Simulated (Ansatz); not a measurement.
Born–Oppenheimer molecular dynamics of AlCl₂FH₂ (6 atoms, charge 0, multiplicity 1). It starts at the highest image of a converged band, a first-order saddle point between two minima.

Computed with RKS B3LYP/def2-mTZVP in Ansatz 0.2.0.

```yaml
ensemble: NVE (velocity Verlet)
time_step: 0.5 fs
steps_asked: 200
starting_velocities_drawn_for: 300 K
seed: 7206
```

First frame:

```xyz
6
Properties=species:S:1:pos:R:3
Al 0.018 -0.383 -0.115
F 0.022 -0.040 1.749
Cl 1.830 0.199 -0.985
Cl -1.822 0.135 -0.964
H 0.049 -1.878 0.661
H 0.039 -1.117 1.585
```

(1) How far do the bonds stretch over the last three quarters of this one trajectory? (Pairs bonded in most of those frames.)

## Answers

(1) 
```
   bond  mean (Å)  spread (Å)  shortest  longest
 Al1–F2     1.680       0.101      1.51     1.81
Al1–Cl3     2.102       0.080      2.01     2.24
Al1–Cl4     2.104       0.047      2.04     2.19
  H5–H6     0.755       0.056      0.67     0.83
```

Mean temperature of the second half: 2410 K. The conserved energy stayed within 0.56 meV per atom of its start (net change -0.022 meV per atom), so the integration is sound. The kinetic energy rose, since the run started high on the potential surface and went downhill. It ends in pieces (AlCl2F + H2), so much of that is their flight and rotation, not heat. A run of 0.1 ps of so small a system gives no equilibrium averages. The orbitals stay closed-shell, which can raise the energy where a bond breaks towards radicals; this wasn't checked here.

Run time: 6 min on 2 threads of Arm Neoverse V1 (shared host), peak memory 0.18 GiB.
